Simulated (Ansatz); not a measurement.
`OCC[AsH2]` and `OCCCO` differ in one atom or group.

Ansatz, PBE0-D4/def2-TZVP geometries, multiplicity 1. Each molecule was computed in one conformer, which needn't be the lowest.

Scalar relativity is left out up to krypton.

```tsv
property	`OCC[AsH2]`
LUMO energy (ωB97M-V/def2-TZVPP) / eV	2.23
HOMO–LUMO gap (B3LYP/def2-TZVPP) / eV	7.23
HOMO–LUMO gap (PBE0/def2-TZVPP) / eV	7.70
size of the dipole moment (PBE/def2-TZVPP) / D	2.21
ideal-gas entropy at 298 K and 1 bar (rigid rotor, harmonic PBE0-D4/def2-TZVP) / J/(mol·K)	331
size of the dipole moment (B3LYP/def2-TZVPP) / D	2.21
```

Problem. Give the same properties after the change, and the shifts. (Best estimate.)

Solution. The calculation gave: 
```
                                                                                  property  `OCCCO`  shift
                                                     LUMO energy (ωB97M-V/def2-TZVPP) / eV     2.24   0.01
                                                     HOMO–LUMO gap (B3LYP/def2-TZVPP) / eV     7.79   0.56
                                                      HOMO–LUMO gap (PBE0/def2-TZVPP) / eV     8.39   0.69
                                            size of the dipole moment (PBE/def2-TZVPP) / D     2.22   0.01
ideal-gas entropy at 298 K and 1 bar (rigid rotor, harmonic PBE0-D4/def2-TZVP) / J/(mol·K)      329     -2
                                          size of the dipole moment (B3LYP/def2-TZVPP) / D     2.29   0.08
```

With PBE0 the HOMO falls by 0.50 eV and the LUMO rises by 0.18 eV, so the gap widens by about 0.68 eV. PBE moves the HOMO by 0.02 eV and ωB97M-V by -0.76 eV. The zero-point energy changes by 72.7 kJ/mol with +6 modes. Dipoles are sizes alone; their direction can turn.

B3LYP here is the variant with VWN-RPA as its local correlation; programs differ in this.
